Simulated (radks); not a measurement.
Spherical jellium clusters: N electrons in a uniform positive sphere of charge N and radius rs N^(1/3), rs = 3.6 bohr. Calculated with a radial shooting solver with Libxc functionals: non-relativistic Kohn-Sham, LDA (Slater exchange, Perdew-Wang correlation), spin-polarised, spherical densities. Levels are named by radial order and angular momentum (1s, 1p, 1d, 2s, ...), and open shells are averaged over m.

N = 13, configuration 1s2 1p6 1d(up 5, down 0). This is the lowest configuration that the search found. Occupied and some empty levels:

level    occupation  eigenvalue (eV)  <r> (bohr)
1s up             1          -5.7395       5.412
1s down           1          -5.3032       5.153
1p up             3          -4.5365       6.486
1p down           3          -3.9806       6.438
1d up             5          -3.0571       7.372
1d down           0          -2.4832       7.485
2s up             0          -2.4553       6.712
2s down           0          -2.1610       6.950
1f up             0          -1.4209       8.360
2p up             0         -0.99421       9.258
1f down           0         -0.90546       8.725
2p down           0         -0.74368       9.846

Energy (eV): total -22.4463, kinetic 27.908, external -636.98, Hartree 312.05, exchange-correlation -51.383, background 325.97.

Electron density:

r (bohr)  n(r) (e/bohr^3)
0.976            0.003071
2.02             0.003792
3.07             0.004796
4.12             0.005706
5.16             0.006008
6.21             0.005288
7.26             0.003687
8.31             0.001978
9.35            0.0008499
10.4            0.0003195
11.4            0.0001107
12.5           0.00003697
13.5           0.00001187
